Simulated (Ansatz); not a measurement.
Geometry optimisation, RHF/def2-SVP in Ansatz 0.2.0.

input.yaml

```yaml
crystal:
  periodic: [false, false, false]
  atoms:
    - { symbol: "N", position_ang: [-1.14112, 0.92849, -1.38508] }
    - { symbol: Al, position_ang: [0.04195, 0.99496, -0.06775] }
    - { symbol: Ge, position_ang: [0.78581, -1.04894, 1.00304] }
    - { symbol: H, position_ang: [-1.59687, 0.10901, -1.77402] }
    - { symbol: H, position_ang: [-1.49032, 1.73683, -1.88981] }
    - { symbol: H, position_ang: [0.57683, 2.37229, 0.37393] }
    - { symbol: H, position_ang: [2.2409, -1.45915, 1.03499] }
    - { symbol: H, position_ang: [0.19568, -2.24676, 0.2825] }
    - { symbol: H, position_ang: [0.38714, -1.38672, 2.4222] }
basis:
  gaussian: { orbitals: def2-SVP }
hamiltonian:
  xc: hf
relax:
  f_tol: 0.015
  max_steps: 40
```

Run as:

```bash
$ ansatz run input.yaml --threads 1 --pin off --max-ram 2048MiB --backend cpu --events-out ev --progress --plain --runs-dir out
```

Task: Where does it end, and by what steps?

Result: The run converged. After 8 steps the energy has fallen by 0.228 eV; H8 moved furthest, 0.17 Å.

```json
{"step": "0", "energy less start (eV)": "0.0000", "largest force component (eV/Å)": "1.144", "accepted": "yes"}
{"step": "1", "energy less start (eV)": "-0.1556", "largest force component (eV/Å)": "0.538", "accepted": "yes"}
{"step": "2", "energy less start (eV)": "-0.2184", "largest force component (eV/Å)": "0.162", "accepted": "yes"}
{"step": "3", "energy less start (eV)": "-0.2233", "largest force component (eV/Å)": "0.158", "accepted": "yes"}
{"step": "4", "energy less start (eV)": "-0.2238", "largest force component (eV/Å)": "0.171", "accepted": "yes"}
{"step": "5", "energy less start (eV)": "-0.2231", "largest force component (eV/Å)": "0.171", "accepted": "no"}
{"step": "6", "energy less start (eV)": "-0.2259", "largest force component (eV/Å)": "0.076", "accepted": "yes"}
{"step": "7", "energy less start (eV)": "-0.2275", "largest force component (eV/Å)": "0.020", "accepted": "yes"}
{"step": "8", "energy less start (eV)": "-0.2276", "largest force component (eV/Å)": "0.005", "accepted": "yes"}
```

```xyz
9
Properties=species:S:1:pos:R:3
N -1.139 0.948 -1.388
Al 0.038 0.980 -0.068
Ge 0.764 -1.180 0.989
H -1.560 0.126 -1.775
H -1.486 1.760 -1.864
H 0.585 2.389 0.396
H 2.296 -1.345 0.966
H 0.169 -2.411 0.277
H 0.334 -1.267 2.467
```

Run time: 22 s on 1 thread of Intel(R) Xeon(R) Platinum 8488C (Sapphire Rapids) (shared host), peak memory 0.2 GiB.
